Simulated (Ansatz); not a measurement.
Geometry optimisation, Ansatz, RKS LDA/def2-SVP.

input.yaml

```yaml
crystal:
  periodic: [false, false, false]
  atoms:
    - { symbol: C, position_ang: [-0.5693, -0.5175, -0.3683] }
    - { symbol: Sb, position_ang: [0.6531, 0.17, 1.2428] }
    - { symbol: H, position_ang: [-0.4738, -1.5472, -0.5971] }
    - { symbol: H, position_ang: [-1.6059, -0.3076, -0.1033] }
    - { symbol: H, position_ang: [-0.3838, 0.1114, -1.3075] }
    - { symbol: H, position_ang: [0.3375, 1.8817, 0.8805] }
    - { symbol: H, position_ang: [2.1033, 0.1411, 0.2072] }
basis:
  gaussian: { orbitals: def2-SVP }
hamiltonian:
  xc: lda
relax:
  f_tol: 0.02
  max_steps: 40
scf:
  lower_state_search: "off"
```

Command:

```bash
$ ansatz run input.yaml --threads 1 --pin off --max-ram 2048MiB --backend cpu --events-out ev --progress --plain --runs-dir out
```

Where does it end, and by what steps?

The run converged. After 3 steps the energy has fallen by 0.141 eV; H6 moved furthest, 0.08 Å.

| step | energy less start (eV) | largest force component (eV/Å) | accepted |
| --- | --- | --- | --- |
| 0 | 0.0000 | 2.511 | yes |
| 1 | -0.0612 | 0.595 | yes |
| 2 | -0.1322 | 0.224 | yes |
| 3 | -0.1413 | 0.015 | yes |

```xyz
7
Properties=species:S:1:pos:R:3
C -0.609 -0.479 -0.403
Sb 0.666 0.169 1.228
H -0.438 -1.560 -0.577
H -1.664 -0.326 -0.102
H -0.397 0.089 -1.328
H 0.413 1.846 0.892
H 2.090 0.193 0.245
```

Whether the end is a true minimum wasn't checked by a vibrational analysis.

The run took 2.9 s on 1 CPU thread of a shared host.
